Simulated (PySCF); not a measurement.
C3H7NSSi.
Structure used (PBE0-D3(BJ)/def2-SVP), in Å, numbered top down from 1:
```xyz
13
C3H7NSSi angstrom
C      2.380    0.262   -0.459
S      0.801    0.270   -1.371
Si    -0.514   -0.407    0.160
C     -2.266   -0.374   -0.466
C     -0.348    0.765    1.607
N     -0.208    1.503    2.490
H      3.150    0.591   -1.169
H      2.350    0.964    0.387
H      2.631   -0.747   -0.103
H     -0.101   -1.735    0.697
H     -2.961   -0.702    0.321
H     -2.542    0.645   -0.775
H     -2.373   -1.046   -1.331
```

Method: PBE0-D3(BJ)/def2-SVP geometry optimisation, gas phase (PySCF).

Masses are those of the commonest isotopes; rigid-rotor values at the optimised geometry. The values belong to one conformer with, in the numbering `[CH3:1][S:2][Si@H:3]([CH3:4])[C:5]#[N:6]`, C1–S2–Si3–C4 176°.

**Question.** What are A, B and C (MHz)?

**Answer.** Ia = 193.09, Ib = 269.94, Ic = 419.19 u·Å²; 505379 MHz·u·Å²/I gives A = 2617, B = 1872, C = 1206 MHz.

**Question.** Classify the top.

**Answer.** An asymmetric top; Ray's κ = -0.056.

**Question.** What does the inertial defect say?

**Answer.** Not planar: Δ = Ic − Ia − Ib = -43.83 u·Å². For a rigid frame Δ = −2 Σ m c², so Σ m c² = 21.92 u·Å² lies off the ab plane: 7.67 from hydrogen and 14.25 from heavier atoms. The atom farthest from that plane is 1.96 Å away.

**Question.** Give the other two planar moments, Paa and Pbb, and the rms extents of the mass along the axes.

**Answer.** Paa = Σ m a² = (Ib + Ic − Ia)/2 = 248.02 and Pbb = Σ m b² = (Ia + Ic − Ib)/2 = 171.17 u·Å². With the mass M = 117.01 u, the rms extents √(P/M) along a, b and c are 1.46, 1.21, 0.43 Å.

**Question.** List the rotational levels J(Ka,Kc) to J = 5 (MHz).

**Answer.** Above 0(0,0):
J = 1: 1(0,1) 3078, 1(1,1) 3823, 1(1,0) 4490
J = 2: 2(0,2) 8944, 2(1,2) 9312, 2(1,1) 11312, 2(2,1) 13547, 2(2,0) 13837
J = 3: 3(0,3) 17260, 3(1,3) 17391, 3(1,2) 21303, 3(2,2) 22781, 3(2,1) 23988, 3(3,1) 28327, 3(3,0) 28415
J = 4: 4(0,4) 27926, 4(1,4) 27964, 4(1,3) 34094, 4(2,3) 34856, 4(2,2) 37686, 4(3,2) 41043, 4(3,1) 41579, 4(4,1) 48269, 4(4,0) 48291
J = 5: 5(0,5) 40970, 5(1,5) 40980, 5(1,4) 49308, 5(2,4) 49612, 5(2,3) 54630, 5(3,3) 56845, 5(3,2) 58510, 5(4,2) 64291, 5(4,1) 64471, 5(5,1) 73423, 5(5,0) 73428

**Question.** Which types of transition are allowed, and where do some lines up to J = 3 fall?

**Answer.** The dipole components are |μa| = 1.46 D, |μb| = 2.18 D, |μc| = 1.27 D. The squared components, which scale the intensities, stand as 0.45 : 1.00 : 0.34 (a : b : c). Some of the stronger lines:

| type | branch | J(Ka,Kc) | MHz | lower level (cm⁻¹) |
| --- | --- | --- | --- | --- |
| c | Q | 2(1,2) ← 2(0,2) | 368 | 0.298 |
| a | Q | 3(2,1) ← 3(2,2) | 1207 | 0.760 |
| b | Q | 3(2,1) ← 3(1,2) | 2685 | 0.711 |
| a | R | 1(0,1) ← 0(0,0) | 3078 | 0.000 |
| b | R | 1(1,1) ← 0(0,0) | 3823 | 0.000 |
| c | Q | 3(3,1) ← 3(2,1) | 4339 | 0.800 |
| c | R | 1(1,0) ← 0(0,0) | 4490 | 0.000 |
| b | Q | 3(2,2) ← 3(1,3) | 5390 | 0.580 |
| a | R | 2(0,2) ← 1(0,1) | 5866 | 0.103 |
| a | R | 2(1,1) ← 1(1,0) | 6822 | 0.150 |
| b | R | 3(1,2) ← 2(2,1) | 7755 | 0.452 |
| c | R | 2(1,1) ← 1(0,1) | 8234 | 0.103 |
| b | R | 3(1,3) ← 2(0,2) | 8447 | 0.298 |
| b | R | 2(2,1) ← 1(1,0) | 9058 | 0.150 |
| a | R | 3(2,2) ← 2(2,1) | 9233 | 0.452 |
| c | R | 2(2,1) ← 1(1,1) | 9724 | 0.128 |
| a | R | 3(1,2) ← 2(1,1) | 9991 | 0.377 |
| b | R | 2(2,0) ← 1(1,1) | 10014 | 0.128 |
| b | R | 3(2,2) ← 2(1,1) | 11469 | 0.377 |
| c | R | 3(1,2) ← 2(0,2) | 12359 | 0.298 |
| c | R | 3(2,2) ← 2(1,2) | 13469 | 0.311 |
| b | R | 3(3,1) ← 2(2,0) | 14491 | 0.462 |
| c | R | 3(3,0) ← 2(2,0) | 14579 | 0.462 |
| c | R | 3(3,1) ← 2(2,1) | 14780 | 0.452 |

**Question.** Estimate the classical rotational partition function at 10 K, 100 K and 500 K.

**Answer.** Point group C1, symmetry number σ = 1; q = (√π/σ)·√((kT/h)³/(ABC)), k/h = 20836.6 MHz/K: 2190 at 10 K, 69400 at 100 K, 775000 at 500 K.

No frequency check. Constants of a rigid frame at the computed geometry: no zero-point averaging, no centrifugal distortion. A rigid rotor knows nothing of internal rotation, which can split or shift real lines. Quadrupole hyperfine structure (14N) is left out.
